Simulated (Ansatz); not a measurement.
# Redistribution: C2H8O2Si + SiH(CH3)(SiH3)2 → C2H10OSi2 + SiH(CH3)(OH)(SiH3)

Species: C2H8O2Si `CC[SiH](O)O`, singlet; SiH(CH3)(SiH3)2, singlet; C2H10OSi2 `CC[SiH](O)[SiH3]`, singlet; SiH(CH3)(OH)(SiH3), singlet. The partners trade OH for SiH3; both sit on Si, so the bond types are kept.

Shapes, held fixed at every level: PBE0-D4/def2-TZVP. Flexible molecules stand in one conformer, not always the lowest. Programs: Ansatz 0.2.0. Electronic energies: no zero-point or thermal term.

Estimate ΔE of this reaction.

The highest level, CCSD(T)/CBS estimate, gives ΔE = +44.5 kJ/mol; the levels span +40.1 to +45.3. The column of differences is taken from that level and isn't an error. No measured value is set beside it here. The CBS estimate extrapolates MP2 from def2-TZVPP and def2-QZVPP and adds CCSD(T) − MP2 in the triple-zeta set, cores frozen.

```json
{"level": "HF/def2-TZVPP", "kind": "Hartree–Fock", "ΔE (kJ/mol)": "+40.1", "less CCSD(T)/CBS estimate": "-4.4"}
{"level": "PBE-D4/def2-TZVPP", "kind": "GGA", "ΔE (kJ/mol)": "+43.9", "less CCSD(T)/CBS estimate": "-0.6"}
{"level": "PBE0-D4/def2-TZVPP", "kind": "global hybrid", "ΔE (kJ/mol)": "+45.3", "less CCSD(T)/CBS estimate": "+0.8"}
{"level": "wB97M-V/def2-TZVPP", "kind": "range-separated hybrid", "ΔE (kJ/mol)": "+44.8", "less CCSD(T)/CBS estimate": "+0.3"}
{"level": "wB97X-V/def2-TZVPP", "kind": "range-separated hybrid", "ΔE (kJ/mol)": "+42.4", "less CCSD(T)/CBS estimate": "-2.1"}
{"level": "CCSD/def2-TZVPP", "kind": "coupled cluster or CI", "ΔE (kJ/mol)": "+44.6", "less CCSD(T)/CBS estimate": "+0.1"}
{"level": "CCSD(T)/CBS estimate", "kind": "coupled cluster or CI", "ΔE (kJ/mol)": "+44.5", "less CCSD(T)/CBS estimate": "0.0"}
```
